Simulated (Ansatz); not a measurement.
Consider the ligand exchange at the Si–O bond: `CO[SiH2][NH][GeH3]` + HCl → `Cl[SiH2][NH][GeH3]` + CH₃OH.

Program: Ansatz. Geometries: PBE0-D4/def2-TZVP. ΔE: electronic, gas phase. CBS: MP2 limit from def2 TZ/QZ plus the TZ coupled-cluster correction, frozen cores. This one scheme is used for every species. Functionals use def2-TZVPP. B3LYP here is the variant with VWN-RPA as its local correlation; programs differ in this. For Ge outer-core shells are correlated without core-valence functions, which leaves a few kJ/mol of doubt a bond. Scalar relativity is left out up to krypton. Each species was taken in one conformer, which may not be the lowest.

`CO[SiH2][NH][GeH3]`:

Cartesian coordinates in Å:
```
C -1.170 -0.829 -2.165
O -0.152 -0.495 -1.253
Si -0.255 -0.846 0.353
N 1.004 -0.097 1.219
Ge 1.171 1.711 1.528
H -0.944 -0.357 -3.123
H -2.151 -0.473 -1.827
H -1.231 -1.913 -2.320
H -0.158 -2.319 0.555
H -1.569 -0.340 0.836
H 1.850 -0.631 1.346
H 2.168 2.358 0.548
H -0.230 2.305 1.334
H 1.667 1.928 2.969
```

HCl:

```xyz
2

Cl    0.191   -0.332   -0.512
H    -0.191    0.332    0.512
```

`Cl[SiH2][NH][GeH3]`:

Cartesian coordinates in Å:
```
Cl -2.768 0.566 -0.469
Si -1.070 -0.493 -1.002
N 0.384 0.260 -0.544
Ge 1.112 0.282 1.154
H -1.175 -1.792 -0.302
H -1.123 -0.626 -2.475
H 0.731 0.983 -1.158
H 0.479 -0.901 1.897
H 0.796 1.607 1.870
H 2.635 0.115 1.031
```

CH₃OH:

Cartesian coordinates in Å:
```
C -0.220 0.144 0.240
O 0.986 -0.387 -0.260
H -0.041 0.419 1.280
H -1.040 -0.584 0.216
H -0.536 1.045 -0.301
H 0.851 -0.638 -1.176
```

(1) Is it downhill or uphill in electronic energy at CCSD(T)/CBS, and by how much? (Best estimate.)

(2) What do these levels give: PBE-D4, PBE0-D4, ωB97X-V, ωB97M-V, B2PLYP, r2SCAN, B3LYP, CCSD/def2-TZVPP, MP2/def2-QZVPP, SCS-MP2/def2-QZVPP, MP2/CBS(def2), CCSD/CBS(def2)? (Best estimate.)

Largest T1 diagnostic among the species: 0.011.

Results:

(1) The calculation gave: Downhill: ΔE = -4.8 kJ/mol.

(2) Computed: PBE-D4 -11.7, PBE0-D4 -11.0, ωB97X-V -5.1, ωB97M-V -5.3, B2PLYP -3.7, r2SCAN -7.1, B3LYP -5.5, CCSD/def2-TZVPP 0.1, MP2/def2-QZVPP -5.7, SCS-MP2/def2-QZVPP -3.8, MP2/CBS(def2) -7.9, CCSD/CBS(def2) -4.4 kJ/mol.
